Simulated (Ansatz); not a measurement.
Isolated molecules relaxed with PBE0-D4/def2-TZVP in Ansatz; ΔE leaves out vibrations. CBS: MP2 limit from def2 TZ/QZ plus the TZ coupled-cluster correction, frozen cores. This one scheme is used for every species. Functionals use def2-TZVPP. B3LYP here is the variant with VWN-RPA as its local correlation; programs differ in this. Triplets are unrestricted, without spin–orbit coupling. Elements past krypton have def2 core potentials. For In outer-core shells are correlated without core-valence functions, which leaves a few kJ/mol of doubt a bond. Each species was taken in one conformer, which may not be the lowest.

`C[NH][In]([CH3])[Cl]` → `[CH2]` (triplet) + `[CH3][In]([NH2])[Cl]`  (formal loss of a carbene)

| level | ΔE (eV) | difference from CCSD(T)/CBS |
| --- | --- | --- |
| PBE-D4 | 4.15 | 0.08 |
| r2SCAN-D4 | 3.83 | -0.24 |
| PBE0-D4 | 4.05 | -0.02 |
| B3LYP-D4 | 4.02 | -0.05 |
| ωB97X-V | 4.19 | 0.12 |
| ωB97M-V | 4.08 | 0.01 |
| PBE | 4.09 | 0.02 |
| B3LYP | 3.92 | -0.15 |
| SCS-MP2/def2-TZVPP | 4.10 | 0.03 |
| CCSD/def2-TZVPP | 3.85 | -0.22 |
| HF/def2-QZVPP | 2.57 | -1.50 |
| MP2/def2-QZVPP | 4.13 | 0.06 |
| SCS-MP2/def2-QZVPP | 4.18 | 0.11 |
| HF/CBS(def2) | 2.57 | -1.50 |
| MP2/CBS(def2) | 4.18 | 0.11 |
| CCSD/CBS(def2) | 3.95 | -0.12 |
| CCSD(T)/CBS | 4.07 | 0 |

Largest T1 diagnostic among the species: 0.013.

In def2-TZVPP, CCSD(T) changes the Hartree–Fock value by +1.39 eV (the triples alone add +0.12 eV) and MP2 by +1.50 eV. The D4 term adds +0.10 eV with B3LYP and +0.05 eV with PBE0; it sums over pairs of atoms, weighted by their polarisabilities, and B3LYP, whose exchange is more repulsive, gets the larger term. From PBE to PBE0 (25 % exact exchange), in def2-TZVPP and without D4, ΔE moves by −0.09 eV.
